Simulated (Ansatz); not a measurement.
Question: Predict a relaxed structure of (BeO)2 ring (Be₂O₂), charge 0, singlet, at PBE-D4/def2-TZVP (Ansatz).

Answer: 
| atom | x (Å) | y (Å) | z (Å) |
| --- | --- | --- | --- |
| Be1 | -0.344 | 0.643 | 0.472 |
| O2 | -0.676 | -0.808 | 0.608 |
| Be3 | 0.344 | -0.643 | -0.472 |
| O4 | 0.676 | 0.808 | -0.608 |
Point group D2h (tolerance 0.1 Å). This is one stationary point.
